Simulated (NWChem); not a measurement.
CH3BrGe, singlet; SMILES [Ge]([Br])[CH3]

Low-valent species are run as closed-shell singlets; no triplet was tried in these runs. This build's default masses of Se (78.918 u) and Br (79.917 u) are each other's, which moves their modes by up to 0.6 %.

Problem. Give the equilibrium geometry at PBE-D3(BJ)/def2-SVP (NWChem) as a list of bonds and angles, with the point group.

Solution. point group Cs; any orientation.
Bond lengths (Å): Ge1–Br2 2.381, Ge1–C3 2.009, C3–H4 1.109, C3–H5 1.111, C3–H6 1.111. Bond angles (°): Br2–Ge1–C3 96.6, Ge1–C3–H4 111.1, Ge1–C3–H5 110.0, Ge1–C3–H6 110.0, H4–C3–H5 109.4, H4–C3–H6 109.4, H5–C3–H6 107.0.
